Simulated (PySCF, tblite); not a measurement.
C₅H₆NO₃P.
Atom-mapped SMILES: `[O:1]=[P:2]([OH:3])([OH:4])[c:5]1[cH:6][cH:7][cH:8][n:9][cH:10]1` (hydrogens: H11 on O3; H12 on O4; H13 on C6; H14 on C7; H15 on C8; H16 on C10)

The geometry is computed with GFN2-xTB (gas phase).

Question: Give the optimised bond lengths and angles.

Answer: 
```csv
bond,length (Å),order
O1=P2,1.465,double
"P2–O3, P2–O4",1.608,single
P2–C5,1.804,single
C5–C6,1.387,aromatic
C6–C7,1.384,aromatic
C7–C8,1.389,aromatic
C8–N9,1.322,aromatic
N9–C10,1.320,aromatic
C5–C10,1.387,aromatic
"O3–H11, O4–H12",0.957,single
C6–H13,1.080,single
C7–H14,1.079,single
C8–H15,1.082,single
C10–H16,1.082,single
```

Bonds in one row agree within 0.01 Å and their mean is given. Orders are formal, as drawn. A selection of angles:
```csv
angle,degrees
O1–P2–O3,113.3
O1–P2–C5,118.7
O3–P2–O4,103.0
O3–P2–C5,103.4
P2–O3–H11,109.2
P2–C5–C6,120.8
P2–C5–C10,120.2
C6–C5–C10,119.0
C5–C6–C7,118.2
C5–C6–H13,119.7
C7–C6–H13,122.1
C6–C7–C8,118.2
C6–C7–H14,121.2
C8–C7–H14,120.7
C7–C8–N9,123.6
C7–C8–H15,121.1
N9–C8–H15,115.3
C8–N9–C10,118.1
N9–C10–H16,117.0
C5–C10–N9,122.9
C5–C10–H16,120.1
H12–O4–P2,109.2
```

Dihedral angles: O1–P2–C5–C6 180° (antiperiplanar); H11–O3–P2–O1 0° (synperiplanar); H12–O4–P2–O1 0° (synperiplanar).

N9 (pyridine-type nitrogen) is bent (angle 118.1°). P2 (phosphoryl phosphorus) is distorted tetrahedral (angles from 103.0° to 118.7°). The O–P distances run from 1.465 Å (O1=P2, drawn double) to 1.608 Å (P2–O3, drawn single), a spread of 0.143 Å. Of the pairs four or more bonds apart, O1···H16 is among the closest relative to their van der Waals radii: 2.81 Å, 103 % of the sum of Bondi's values. The 6-membered ring C5–C6–C7–C8–N9–C10 has internal angles of 118.1° to 123.6°; it is planar, 0.00 Å rms from its mean plane, widest ring torsion 0°.

Point group: Cs (every atom within 0.08 Å of its image). GFN2-xTB frequencies show an imaginary mode (75i cm⁻¹), so the point is no minimum at that level. Torsions: O1–P2–O3–H 0°, O1–P2–O4–H 0°, O1–P2–C5–C6 180°. 2 starts were optimised and ended at 0.00 and 6.08 kcal/mol (GFN2-xTB); the lowest of these is shown.
